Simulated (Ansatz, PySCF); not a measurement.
System: C$_{6}$H$_{7}$ (charge 0, doublet). SMILES: C12=C(CC2)[CH]C1
Geometry: optimised at B3LYP-D3(BJ)/def2-TZVP (Ansatz, a quantum-chemistry and plane-wave program).

Quantity: size of the dipole moment, in D. Set-up: UHF or UKS for open shells; non-relativistic; 6-311+G** with 5d; LANL2DZ all-electron up to Ne; six Cartesian d functions in 6-31G* and its kin unless marked 5d; spin-orbit terms left out; dispersion terms only where a functional's name holds one. Ab initio and DFT rows: single points at B3LYP-D3(BJ) geometries (Ansatz).

```tsv
level	program	size of the dipole moment (D)
SVWN5/6-31G*	Ansatz	1.00
PBE/3-21G	Ansatz	1.13
PBE/6-31G*	Ansatz	0.96
PBE/def2-SVP	Ansatz	0.99
PBE/6-311+G**	Ansatz	1.05
B3LYP/LANL2DZ	Ansatz	1.28
B3LYP/6-31G	Ansatz	1.03
B3LYP/6-31G*	Ansatz	0.93
B3LYP/6-31+G*	Ansatz	1.07
B3LYP/def2-SVP	Ansatz	0.97
B3LYP/cc-pVDZ	Ansatz	0.93
B3LYP/6-311+G**	Ansatz	1.05
PBE0/6-311+G**	Ansatz	1.07
B3PW91/6-31G* (5d)	PySCF	0.98
```

No value to compare with is used here. The 14 habitual levels span 0.93 (B3LYP/cc-pVDZ) to 1.28 D (B3LYP/LANL2DZ).

The levels are drawn from those run, B3LYP/6-31G* more often than the rest, none by its result; left out are runs that failed, that the program found above a lower state of the same kind, or whose <S^2> lies over 0.5 above the pure value.
